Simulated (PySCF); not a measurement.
# Mayer bond orders and bond lengths

Compound: C7H13N3.
Atom-mapped SMILES: `[CH3:1][CH2:2][CH2:3][CH2:4][n:5]1[n:6][cH:7][c:8]([CH3:9])[n:10]1` (hydrogens: H11, H12, H13 on C1; H14, H15 on C2; H16, H17 on C3; H18, H19 on C4; H20 on C7; H21, H22, H23 on C9)

Cartesian coordinates in Å at the GFN2-xTB level; atoms count from 1:
```
atom  x, y, z in Å
C1     2.8114    1.5937    0.6679
C2     1.7745    0.8622   -0.1746
C3     1.8637   -0.6498    0.0175
C4     0.8255   -1.4017   -0.8185
N5    -0.5055   -1.0914   -0.3858
N6    -1.0032   -1.5406    0.7387
C7    -2.2182   -1.0149    0.8002
C8    -2.4166   -0.2293   -0.3431
C9    -3.6030    0.5651   -0.7492
N10   -1.3031   -0.3056   -1.0680
H11    2.6602    1.3831    1.7241
H12    2.7365    2.6678    0.5190
H13    3.8167    1.2789    0.3962
H14    0.7759    1.2049    0.1029
H15    1.9236    1.1026   -1.2295
H16    1.7051   -0.8962    1.0692
H17    2.8580   -0.9986   -0.2672
H18    0.8917   -1.1152   -1.8696
H19    0.9755   -2.4799   -0.7173
H20   -2.8755   -1.2128    1.6212
H21   -3.9440    0.2538   -1.7351
H22   -3.3474    1.6224   -0.8035
H23   -4.4065    0.4285   -0.0300
```

Bond orders from the PBE0/pcSseg-1 density (PySCF). The structure is a single GFN2-xTB conformer in the gas phase; no vibrational or solvent corrections. GFN2-xTB frequencies show an imaginary mode (43i cm⁻¹), so this geometry is no minimum at that level.

Question: Where do the orders between heavy atoms depart from those drawn in the SMILES?

Answer: The largest departure is 0.262, at N5–N6 (drawn aromatic, 1.238) and N10–N5 (drawn aromatic, 1.239), counting aromatic bonds as 1.5. The bonds drawn aromatic range from 1.24 to 1.50.

Question: Give the Mayer order of every bond between heavy atoms, beside its length.

Answer: 
| bond | drawn as | length (Å) | Mayer order |
| --- | --- | --- | --- |
| C1–C2 | single | 1.523 | 1.066 |
| C2–C3 | single | 1.527 | 1.019 |
| C3–C4 | single | 1.530 | 1.047 |
| C4–N5 | single | 1.433 | 0.880 |
| N5–N6 | aromatic | 1.309 | 1.238 |
| N6–C7 | aromatic | 1.325 | 1.498 |
| C7–C8 | aromatic | 1.401 | 1.338 |
| C8–C9 | single | 1.484 | 1.067 |
| C8–N10 | aromatic | 1.331 | 1.432 |
| N10–N5 | aromatic | 1.311 | 1.239 |

Bonds between the same two heavy elements. C–C: lowest C2–C3 (1.019, 1.527 Å), highest C7–C8 (1.338, 1.401 Å); in 1 of the 10 pairs the longer bond (by over 0.003 Å) has the higher order (by 0.02 or more). C–N: lowest C4–N5 (0.880, 1.433 Å), highest N6–C7 (1.498, 1.325 Å). N–N: all 2 within 0.02 of one another (1.238 to 1.239).

Question: And the bonds to hydrogen?

Answer: C–H: 0.94 to 0.99 (13 bonds).

Question: Sum the orders of all bonds at each heavy atom with more than one neighbour and set the sums beside the valence in the SMILES.

Answer: C1 3.968 (drawn 4), C2 3.982 (drawn 4), C3 3.958 (drawn 4), C4 3.803 (drawn 4), N5 3.357 (drawn 3), N6 2.736 (drawn 3), C7 3.827 (drawn 4), C8 3.837 (drawn 4), C9 3.916 (drawn 4), N10 2.671 (drawn 3). Orders between atoms that aren't bonded are not in these sums.

For a closed shell the Mayer order of atoms A and B is Σ (PS)μν (PS)νμ over the basis functions μ on A and ν on B, with P the density and S the overlap matrix.
